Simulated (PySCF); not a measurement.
**NMR problem set**

Level of theory: PBE0/pcSseg-1 with gauge-including orbitals, GFN2-xTB structure, in PySCF 2.14.0 with density-fitted response routines (gas phase, rapidly exchanging positions averaged, one conformer, non-relativistic).

δ = σ(ref) − σ, references computed at the same level: TMS for ¹H and ¹³C. Where no couplings were computed, multiplicities follow the n + 1 count of equivalent neighbours, and m marks all less simple cases (inequivalent or close neighbours, rings, F or P nearby). Shifts are as computed. Against solution values, carbons near 30 ppm lie about +3 ppm off and those near 130 ppm about +5 ppm (rms about the fit 2.1 ppm; single classes can miss by 10 ppm). Of 1328 compounds with measured shifts, 309 miss one by over three times the rms of a fit or turn the order of signals round; such compounds aren't used in these exercises. Signals without a measured value on file couldn't be tested in this way; 1H shifts scatter by 0.2 ppm about their fit, and single ones miss by 0.5 ppm.

(1) C6H10O. ¹H NMR (400 MHz, computed): δ 2.78 (m, 2H), 1.96 (m, 2H), 1.67 (m, 2H), 1.40 (m, 2H), 1.13 (m, 2H). ¹³C{¹H} NMR (computed): δ 49.5 (CH), 29.8 (CH2), 23.9 (CH2). What is it?

(2) C6H10O. ¹H NMR (400 MHz, computed): δ 6.54 (m, 1H), 6.12 (m, 1H), 5.99 (m, 1H), 5.44 (m, 1H), 5.43 (m, 1H), 4.37 (d, 2H), 3.53 (s, 3H). ¹³C{¹H} NMR (computed): δ 141.5 (CH), 140.2 (CH), 134.1 (CH), 124.7 (CH2), 75.5 (CH2), 61.1 (CH3). Identify the compound.

(3) C6H10O. ¹H NMR (400 MHz, computed): δ 6.09 (m, 1H), 5.44 (m, 1H), 5.25 (m, 1H), 2.34 (m, 2H), 2.31 (m, 2H), 2.17 (s, 3H). ¹³C{¹H} NMR (computed): δ 210.8 (C), 147.6 (CH), 121.7 (CH2), 47.3 (CH2), 34.5 (CH2), 32.2 (CH3). What is it?

Results:

(1) SMILES O1[C@@H]2CCCC[C@@H]21. Rings plus π bonds: 2 (2 rings in the answer). 3 carbon signals for 6 carbons: some carbons are equivalent by symmetry or fast rotation. Carbon types of the structure: 2 × CH, 4 × CH2, which accounts for all hydrogens. δC 49.5: epoxide ring carbon; deshielded by the electronegative neighbour. δC 29.8, 23.9: sp3 CH2 in a ring; aliphatic region, no heteroatom directly attached. δH 2.78: hydrogen on an epoxide ring carbon; its carbon carries O, which withdraws density. δH 1.96, 1.67, 1.40, 1.13: hydrogen on an sp3 CH2 in a ring.

The shifts were computed for this structure. Such data don't tell enantiomers apart.

(2) `InChI=1S/C6H10O/c1-3-4-5-6-7-2/h3-5H,1,6H2,2H3/b5-4-`. The formula gives 2 degrees of unsaturation (no ring in the answer). 6 carbon signals for 6 carbons: no two carbons are equivalent. Carbon types of the structure: 3 × CH, 2 × CH2, 1 × CH3, which accounts for all hydrogens. δC 141.5, 140.2, 134.1: alkene CH; as expected for a trigonal carbon in a double bond. δC 124.7: terminal =CH2 carbon; as expected for a trigonal carbon in a double bond. δC 75.5: allylic sp3 CH2 bonded to O; the inductive effect lowers its shielding. δC 61.1: methyl carbon bonded to O; the inductive effect lowers its shielding.

The data come from this structure; uniqueness wasn't tested.

(3) 5-hexen-2-one (SMILES C=CCCC(C)=O). The formula gives 2 degrees of unsaturation (no ring in the answer). 6 carbon signals for 6 carbons: no two carbons are equivalent. Carbon types of the structure: 1 × C, 1 × CH, 3 × CH2, 1 × CH3, which accounts for all hydrogens. δC 210.8: ketone carbonyl carbon; low-lying n→π* states of the double bond to the heteroatom give a large paramagnetic term (-273 ppm). δC 147.6: alkene CH; as expected for a trigonal carbon in a double bond. δC 121.7: terminal =CH2 carbon; the olefinic region. δH 5.44, 5.25: hydrogen on a terminal =CH2 carbon; olefinic region.

The data come from this structure; uniqueness wasn't tested.
